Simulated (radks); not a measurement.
Excited configurations of the lanthanum ion La3+: one electron is placed in a higher orbital outside [Kr] 4d10 5s2 5p5. The ground configuration is [Xe]. Method: scalar-relativistic Kohn-Sham, BLYP, spin-polarised, spherical densities, finite nucleus; open shells are filled with parallel spins first (spin-orbit coupling, left out, can overturn this in heavy ions); Fermi nuclear charge, rms radius 4.855 fm; computed with a radial shooting solver on a logarithmic mesh with Libxc functionals. Excitation = E - E(ground); binding = E(ion) - E, where the ion is the core of charge +4; n* = 4/sqrt(2 binding) in atomic units, and the quantum defect is n - n*.

outer orbital  excitation (eV)  binding (eV)  quantum defect  eigenvalue (eV)  <r> (bohr)
4f                      17.865        32.518           1.413          -24.327       1.204
5f                      36.226        14.156           1.079          -11.777       4.255
6s                      24.549        25.833           3.097          -22.730       3.326
6f                      40.984         9.398           1.187           -8.134       7.425
7s                      35.957        14.425           3.115          -12.887       5.877
7d                      40.812         9.570           2.231           -8.431       8.106

The Delta-SCF ionisation energy is 50.382 eV (NIST Atomic Spectra Database: 50.0 eV, semi-empirical). Self-interaction in the functional shifts the binding energies and quantum defects, so they are the method's values and not measured ones. Open shells are spherical and high-spin; term and fine-structure splittings are not resolved. Spin-orbit splitting is averaged out at the scalar-relativistic level.
